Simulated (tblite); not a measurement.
Species: C₅H₁₃OPSi.
Structure used (GFN2-xTB), in Å, numbered top down from 1:
```
atom  x, y, z in Å
C1     1.6202   -1.0425    1.3649
O2     0.5776   -0.9656    0.4303
C3     0.8080   -0.1384   -0.6914
C4     0.8250    1.3560   -0.3575
C5    -0.6050    1.7836   -0.0180
P6    -1.7977    0.5515   -0.7850
Si7   -2.0741   -0.8576    0.9481
C8    -0.3848   -0.3329   -1.6173
H9     2.5638   -1.3175    0.8782
H10    1.3358   -1.8205    2.0710
H11    1.7637   -0.1024    1.9088
H12    1.7549   -0.4387   -1.1718
H13    1.1800    1.8883   -1.2414
H14    1.5098    1.5766    0.4622
H15   -0.7724    1.8165    1.0600
H16   -0.8177    2.7800   -0.4124
H17   -3.5214   -0.7796    1.2057
H18   -1.4085   -0.4390    2.1834
H19   -1.7611   -2.2374    0.5931
H20   -0.6180   -1.3870   -1.7626
H21   -0.1870    0.1235   -2.5904
```

Computed values, GFN2-xTB/tblite, gas phase, harmonic and unscaled. Errors from tens to a few hundred cm⁻¹ against measured bands are possible. Modes of hydrogen on silicon can be 10 to 20 % off. One conformer, not necessarily the lowest.

Harmonic wavenumbers (cm⁻¹): 57.3, 77.8, 119.5, 178.8, 209.4, 220.8, 236.2, 301.2, 366.4, 407.2, 455.1, 500.7, 517.9, 558.2, 652.1, 708.5, 733.8, 745.5, 787.7, 810.8, 834.6, 841.5, 886.5, 930.1, 977.5, 1012.6, 1073.7, 1096.8, 1101.3, 1129.6, 1141.3, 1157.6, 1197.2, 1221.3, 1242.7, 1265.2, 1306.9, 1324.6, 1404.3, 1437.3, 1461.9, 1469.3, 1486.4, 1491.4, 2181.5, 2228.0, 2281.8, 2825.0, 2909.3, 2929.9, 2949.3, 2952.9, 2971.6, 2981.5, 2993.1, 2996.3, 3027.0.

A = 1776, B = 1405, C = 1037 MHz; mass 148.047 u (most abundant isotopes); point group C1, symmetry number 1.

Question: What is the zero-point energy?

Answer: Half the sum of the wavenumbers: 36682 cm⁻¹ = 438.81 kJ/mol.

Question: Give the ideal-gas entropy at 298.15 K and 1 bar in the rigid-rotor, harmonic-oscillator model (classical rotation).

Answer: Translation 171.18, rotation 122.21, vibration 120.74: S = 414.1 J/(mol K).

Question: And Cp and H(298.15 K) − H(0)?

Answer: Cp = 173.00 J/(mol K), of which vibrations give 139.75 (their classical limit is 57 R = 473.9); H(298.15 K) − H(0) = 29.83 kJ/mol without the zero-point energy, 19.91 from vibrations.

Question: What must be added to the electronic energy to get the Gibbs energy at 298.15 K and 1 bar?

Answer: ZPE + [H(298.15 K) − H(0)] − T·S = 438.81 + 29.83 − 123.47 = 345.17 kJ/mol.

Question: Which modes carry the vibrational entropy at 298.15 K?

Answer: 57.3 cm⁻¹: 19.03; 77.8 cm⁻¹: 16.51; 119.5 cm⁻¹: 13.01; 178.8 cm⁻¹: 9.79; 209.4 cm⁻¹: 8.57; 220.8 cm⁻¹: 8.17 J/(mol K); the other 51 give 45.66 together.

Question: How do the functions run with temperature in this model?

Answer: 
```tsv
T (K)	S (J/(mol K))	Cp (J/(mol K))	H − H(0) (kJ/mol)	G − H(0) (kJ/mol)	ln q(vib)
50	244.1	52.0	2.01	-10.19	0.37
100	287.9	77.0	5.25	-23.54	1.40
373.15	456.9	209.4	44.19	-126.32	8.53
500	525.8	262.1	74.22	-188.70	12.04
750	647.1	335.4	149.62	-335.72	18.86
1000	750.6	383.0	239.82	-510.77	25.30
```

q(vib) and H(0) count from the zero-point level.

Hindered rotation and anharmonicity are outside this model. Other conformers, if any are populated, would add a mixing term that is left out. The structure is chiral; the term R ln 2 for an equal mix with its mirror image is left out.
